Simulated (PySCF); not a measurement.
Compound: C₅H₁₄O₃Si₂.
Geometry (PBE0-D3(BJ)/def2-SVP, Å), atoms numbered from 1 in this order:
```
atom  x, y, z in Å
C1    -2.1857    1.6649    0.6293
Si2   -1.4181    0.0562    0.0835
C3    -0.5455    0.2188   -1.5697
C4    -2.6869   -1.3227    0.0018
O5    -0.3026   -0.3205    1.2938
C6     0.6800   -1.2834    1.1891
C7     1.9681   -0.8245    0.5333
O8     2.8367   -1.5898    0.1922
O9     2.0782    0.4927    0.3830
Si10   3.5231    1.0601   -0.3595
H11   -2.6460    1.5553    1.6233
H12   -2.9654    1.9942   -0.0751
H13   -1.4213    2.4542    0.6944
H14   -1.2770    0.3993   -2.3737
H15    0.0080   -0.6974   -1.8324
H16    0.1683    1.0557   -1.5584
H17   -3.1780   -1.4573    0.9781
H18   -2.2238   -2.2823   -0.2789
H19   -3.4664   -1.1012   -0.7446
H20    0.3674   -2.1942    0.6420
H21    0.9687   -1.6286    2.1992
H22    4.7038    0.7187    0.4751
H23    3.3144    2.5315   -0.3940
H24    3.6352    0.5181   -1.7391
```

The closed-shell ground state was solved at several levels (PySCF, density fitting, gas phase, non-relativistic).

```tsv
level	basis functions	total energy (Eh)	HOMO (eV)	LUMO (eV)	gap (eV)	dipole (D)
CAM-B3LYP/def2-SVPD	329	-1003.0850	-9.16	0.78	9.94	1.88
CAM-B3LYP/pcSseg-1	254	-1003.5005	-9.10	1.10	10.20	1.68
```

Problem. What might PBE0/pcSseg-1 (254 basis functions) give for the same quantities?

Solution. Total energy -1002.9381 Eh, HOMO -7.68 eV, LUMO -0.09 eV, gap 7.59 eV, dipole 1.73 D.

Problem. Over all these levels, which gives the widest orbital gap and which the narrowest?

Solution. CAM-B3LYP/pcSseg-1 (range-separated hybrid) has the widest, 10.20 eV, and PBE0/pcSseg-1 (global hybrid, 25 % exact exchange) the narrowest, 7.59 eV. The two share the basis. From the narrowest to the widest the HOMO moves by -1.42 eV and the LUMO by +1.19 eV.

Problem. How far do the dipole and the HOMO energy spread over the levels?

Solution. The dipole runs from 1.68 to 1.88 D (mean 1.76 D) and the HOMO from -9.16 to -7.68 eV.

One conformer stands for the species.
